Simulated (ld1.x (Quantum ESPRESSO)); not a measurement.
# What one change does to a pseudopotential (Re, TM)

ld1.x (Quantum ESPRESSO) 7.5 input, shortened:

```
&input
   title='Re', zed=75., rel=1, dft='PBESOL', iswitch=3,
   config='[Xe] 4f14 5d5 6s1.5 6p0'
 /
 &inputp
   pseudotype=2, tm=.true., lloc=1,
   nlcc=.false.
 /
3
6S  1  0   1.50   0.00  2.10  2.10  0.0
5D  3  2   5.00   0.00  1.85  1.85  0.0
6P  2  1   0.00   0.00  3.25  3.25  0.0
 &test
   configts(1)='5d5 6s1.5 6p0'
 /
```

Change: wave 6p (bound): rc 3.25 bohr becomes 6p (bound): rc 2.42 bohr.

Cutoffs: the cutoffs (Ry, on a coarse ladder) from which the occupation-weighted sum of valence levels, in a spherical-Bessel basis at the reference potential, stays within 10 and 1 mRy of its value at 400 Ry; they do not see the model core or the augmentation charge, which bear on the density cutoff. Errors are all-electron minus pseudo energies relative to the spin-unpolarised reference configuration.

Predict the effect on cutoff, ghosts and configuration errors.

The potential gets neither clearly harder nor softer (35 Ry and 40 Ry → 35 Ry and 40 Ry); a bound ghost appears in s, which as a rule spoils a file; of the 7 tests that both files solve, the error grows in 1 and shrinks in 3 by more than 15 % and 0.3 meV (median size 12.5 → 7.4 meV).

```csv
quantity,base,changed
"cutoff, loose",35 Ry,35 Ry
"cutoff, tight",40 Ry,40 Ry
bound ghosts,none,s
"error for 5d5 6s2 6p0, meV [ΔE -3.80 eV]",+0.6,+0.1
"error for 5d5 6s1 6p0, meV [ΔE 5.49 eV]",-3.0,-3.3
"error for 5d5 6s0 6p0, meV [ΔE 21.83 eV]",-14,-7.4
"error for 5d6 6s1 6p0, meV [ΔE -2.85 eV]",-47,-48
"error for 5d3 6s0 6p0, meV [ΔE 88.38 eV]",-502,-430
"error for 5d5 6s0 6p2, meV [ΔE 6.16 eV]",-11,-0.5
"error for 5d5.5 6s1.5 6p0, meV [ΔE -3.42 eV]",-13,-15
```

 A true bound ghost makes a file unfit for plane-wave use even where its test errors are small: the radial tests pick states by their node count and pass the ghost by.
